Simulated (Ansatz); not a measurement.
Consider the ligand exchange at a Ge–C bond: `[CH3][GeH]` + HBr → `[GeH][Br]` + CH₄.

Isolated molecules relaxed with PBE0-D4/def2-TZVP in Ansatz; ΔE leaves out vibrations. CBS: MP2 limit from def2 TZ/QZ plus the TZ coupled-cluster correction, frozen cores. This one scheme is used for every species. Functionals use def2-TZVPP. B3LYP here is the variant with VWN-RPA as its local correlation; programs differ in this. For Br, Ge outer-core shells are correlated without core-valence functions, which leaves a few kJ/mol of doubt a bond. Scalar relativity is left out up to krypton.

| level | ΔE (kJ/mol) |
| --- | --- |
| B97M-V | -159.7 |
| r2SCANh-D4 | -160.0 |
| BHLYP-D4 | -163.4 |
| PBE-QIDH | -154.1 |
| PBE | -159.8 |
| BLYP | -165.3 |
| B3LYP | -163.2 |
| MP2/def2-QZVPP | -152.2 |

Task: What does CCSD(T)/CBS give? (An estimate is asked.)

Result: Ansatz gave: -150.6 kJ/mol. The listed levels differ from it by -9.1, -9.4, -12.8, -3.5, -9.2, -14.7, -12.6, -1.6 kJ/mol.

Largest T1 diagnostic among the species: 0.011.

In def2-TZVPP, CCSD(T) changes the Hartree–Fock value by +16.8 kJ/mol (the triples alone add −0.3 kJ/mol) and MP2 by +13.1 kJ/mol. Leaving LDA and LC-ωPBE aside and taking each functional with its dispersion term where it has one, the values, not all of them listed here, spread over 11.2 kJ/mol, from BLYP-D4 to ωB97X-V. LDA lies +7.8 kJ/mol from PBE without D4.
